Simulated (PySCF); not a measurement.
C2H6ClGe, SMILES [CH3][Ge]([CH3])[Cl], multiplicity 2.

Coordinates come from a B3LYP-D3(BJ)/def2-SVP optimisation. The isomer is the one that the SMILES or the coordinates give; other isomers of the formula were not compared.

Method: TDA-ωB97X/def2-SVPD run with PySCF 2.14.0.

Vertical excitations. Gas-phase values at a fixed geometry.

Problem. Estimate the UV-visible absorptions. (An estimate is asked for; the answer gives what the named calculation found.)

Solution. 
```
state    energy (eV)  λ (nm)      f                                                                        main pairs
-------  -----------  ------  -----  --------------------------------------------------------------------------------
root 1          3.70     335  0.017                                                                  β HOMO→LUMO 95 %
root 2          4.67     265  0.005                          α HOMO→LUMO 30 %, α HOMO→LUMO+1 13 %, β HOMO−1→LUMO 50 %
root 3          4.83     256  0.057                          α HOMO→LUMO 38 %, α HOMO→LUMO+1 12 %, β HOMO−1→LUMO 42 %
root 4          4.97     249  0.004                                                                β HOMO−2→LUMO 93 %
root 5          5.21     238  0.040                                                                β HOMO−3→LUMO 92 %
root 6          6.11     203  0.111                                                                α HOMO→LUMO+2 79 %
root 7          6.12     203  0.024                          α HOMO→LUMO+1 57 %, α HOMO→LUMO 25 %, α HOMO→LUMO+3 12 %
root 8          6.43     193  0.066                                                                α HOMO→LUMO+3 65 %
root 9          7.16     173  0.000  α HOMO−1→LUMO 28 %, α HOMO−1→LUMO+1 21 %, β HOMO→LUMO+1 25 %, β HOMO→LUMO+2 13 %
root 10         7.44     167  0.005                                            β HOMO−4→LUMO 75 %, β HOMO−5→LUMO 16 %
```
Unrestricted roots are not spin-pure.
